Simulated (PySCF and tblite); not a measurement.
Values are calculated unless marked as measured or tabulated.
System: C₅H₁₀OS, numbered as in [CH3:1][O:2][C@@H:3]1[CH2:4][CH2:5][S:6][CH2:7]1.

The path came from a restrained scan, a climbing-image band and a saddle search at GFN2-xTB; energies are B3LYP/pcSseg-1 + D3(BJ)//GFN2-xTB, thermal terms GFN2-xTB. Rate constants are transition-state-theory values, counting equivalent paths, without tunnelling. Run with tblite and PySCF.

The barrier is low, and the GFN2-xTB saddle may lie off the DFT one, so take it as rough.

Question: How high is the barrier to the inversion of the 5-membered ring (3–4–5–6–7), through which structure does it pass, and what rate follows at 298 K?

Answer: The electronic barrier is 1.8 kcal/mol and ΔG‡(298 K) 2.3 kcal/mol, over a C1 saddle (twist) with an imaginary mode of 56i cm⁻¹ (GFN2-xTB). With 1 equivalent path, k is 1.3×10¹¹ s⁻¹, a mean lifetime of the start of 7.5 ps against this motion. The end lies 0.6 kcal/mol below the start in free energy.
